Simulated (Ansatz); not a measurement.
A series at Ta: from `[NH2][Ta]([NH2])([NH2])=[S]`, ligands are replaced one by one, each step taking up H₂O and setting free NH₃; n counts the steps. Ansatz, PBE0-D4/def2-TZVP geometries. Each molecule was computed in one conformer, which needn't be the lowest.

```tsv
n	molecule	zero-point energy, PBE0-D4/def2-TZVP (kJ/mol)
0	`[NH2][Ta]([NH2])([NH2])=[S]`	202.5
1	`[NH2][Ta]([NH2])([OH])=[S]`	?
2	`[NH2][Ta]([OH])([OH])=[S]`	138.4
3	`[OH][Ta]([OH])([OH])=[S]`	106.9
```

Question: By hand: fit a straight line y = ȳ + b (n − n̄) to the 3 given rows and predict n = 1.

Answer: n̄ = 1.667, ȳ = 149.27; Σ(n − n̄)(y − ȳ) = -148.83, Σ(n − n̄)² = 4.667, so b = -31.89 kJ/mol a step. Prediction: 149.27 + (-31.89) × (-0.667) = 170.5 kJ/mol.

Question: By hand: compare with the computed value, 169.2 kJ/mol, and give the steps along the whole series.

Answer: The line misses by -1.3 kJ/mol (computed minus predicted). Steps: -33.3, -30.8, -31.5 kJ/mol.

The steps differ by at most 2.5 kJ/mol, 8 % of a mean step, so the ligands' effects nearly add and a line is close. The miss is 1.4 % of the series' range.
